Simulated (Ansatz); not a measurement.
Breaking the Al1–H2 bond in AlH2I (SMILES [AlH2][I]) (multiplicity 1 held, fragments rigid). Energies count from the point at 1.571 Å.
Geometry at that point (charge 0, multiplicity 1):
```xyz
4

Al    -1.02949    -1.59301     0.26750
H     -0.51933    -2.62382     1.33719
H     -2.32698    -1.78051    -0.59761
I      0.30622     0.47384    -0.07957
```

Unrestricted levels (U-) break spin symmetry where that is lower. Active spaces are followed from a long bond inwards. Curves can end on different states.

Correlated levels freeze the cores. Filled d and f shells under p-block atoms count as core.

The values were computed with Ansatz (an electronic-structure program) with Gaussian orbitals. Each number belongs to the level named beside it. In def2 rows elements past Kr take small-core potentials, without spin–orbit coupling.

### Question
Predict the energy at R = 5.026 Å from FIC-MRCISD+Q on CASSCF(2,2)/def2-TZVPP.

### Answer
358 kJ/mol

### Question
Give the energy at R = 5.026 Å at the level CASSCF(2,2)/def2-TZVPP.

### Answer
319 kJ/mol

### Question
Predict the energy at R = 5.026 Å from U-r2SCAN/def2-TZVPP.

### Answer
341 kJ/mol

Doubts at one or more of the structures used: a spin-contaminated determinant (U-r2SCAN/def2-TZVPP).
